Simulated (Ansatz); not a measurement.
```yaml
crystal:
  periodic: [false, false, false]
  atoms:
    - {symbol: Al, position_ang: [1.485183, 1.202031, -1.067814]}
    - {symbol: Al, position_ang: [-1.510135, -1.080695, 1.236210]}
    - {symbol: P, position_ang: [-0.565367, 0.860319, 0.167252]}
    - {symbol: P, position_ang: [0.605018, -0.808978, -0.258850]}
basis:
  gaussian: {orbitals: "6-31++G**"}
total_charge: 1
magnetization: {spin_polarized: false, initial_magnetization: 1}
hamiltonian: {xc: {name: PBE0}, dispersion: d3bjatm}
```

```sh
$ ansatz run in.yaml --threads 4 --pin off --events-out ev --progress --plain --max-ram 3916MiB
```

It prints (some lines left out):

```
Functional definition: PBE0
751 factors; integrals over basis functions are off by at most 6.3e-4 eV
mean field evaluation 1: about -31735.9496 eV, gradient 5.1e1 eV
mean field evaluation 2: about -31736.1614 eV, gradient 5.0e1 eV
mean field evaluation 4: about -31748.5548 eV, gradient 1.1e1 eV
mean field evaluation 8: about -31749.0505 eV, gradient 1.1e0 eV
mean field evaluation 16: about -31749.0707 eV, gradient 3.2e-3 eV
mean field evaluation 32: about -31748.7918 eV, gradient 1.7e0 eV
mean field evaluation 64: about -31743.0526 eV, gradient 5.4e0 eV
mean field -31749.07069218 eV, -1166.7568276444 hartree, gradient 6.1e-5 eV, S^2 0.750000; 3 other end points of the search recorded, 0 dependent functions left out
reference -31749.07073868 eV, -1166.7568293535 hartree; 28, 27 occupied and 64, 65 virtual orbitals, 751 factors
Total energy: -31749.25961490 eV, -1166.7637704264 hartree
```

Hardware: 4 threads of Arm Neoverse V1 on a shared host. Wall time 4.2 s.

The 6-31G sets use Cartesian d functions.

With spin_polarized false and unpaired electrons the run is restricted open-shell.
